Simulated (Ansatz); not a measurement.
`[CH3][In]([NH2])[O][SiH3]` and `CB(N)O[SiH3]` differ in one element.

Ansatz, PBE0-D4/def2-TZVP geometries, multiplicity 1. Each molecule was computed in one conformer, which needn't be the lowest.

Elements past krypton have def2 core potentials.

```
                               property  `[CH3][In]([NH2])[O][SiH3]`
     HOMO energy (PBE0/def2-TZVPP) / eV                        -7.26
HOMO–LUMO gap (ωB97M-V/def2-TZVPP) / eV                        10.24
    HOMO energy (B3LYP/def2-TZVPP) / eV                        -7.02
  HOMO energy (ωB97M-V/def2-TZVPP) / eV                        -9.63
    LUMO energy (B3LYP/def2-TZVPP) / eV                        -1.20
    HOMO–LUMO gap (PBE/def2-TZVPP) / eV                         4.18
```

What does the change do to each property? (An estimate is asked.)

The calculation gave: 
| property | `CB(N)O[SiH3]` | shift |
| --- | --- | --- |
| HOMO energy (PBE0/def2-TZVPP) / eV | -7.78 | -0.52 |
| HOMO–LUMO gap (ωB97M-V/def2-TZVPP) / eV | 12.00 | 1.76 |
| HOMO energy (B3LYP/def2-TZVPP) / eV | -7.54 | -0.52 |
| HOMO energy (ωB97M-V/def2-TZVPP) / eV | -10.16 | -0.53 |
| LUMO energy (B3LYP/def2-TZVPP) / eV | 0.13 | 1.33 |
| HOMO–LUMO gap (PBE/def2-TZVPP) / eV | 5.93 | 1.75 |

With PBE0 the HOMO falls by 0.52 eV and the LUMO rises by 1.27 eV, so the gap widens by about 1.79 eV. PBE moves the HOMO by -0.48 eV and ωB97M-V by -0.53 eV.

B3LYP here is the variant with VWN-RPA as its local correlation; programs differ in this.
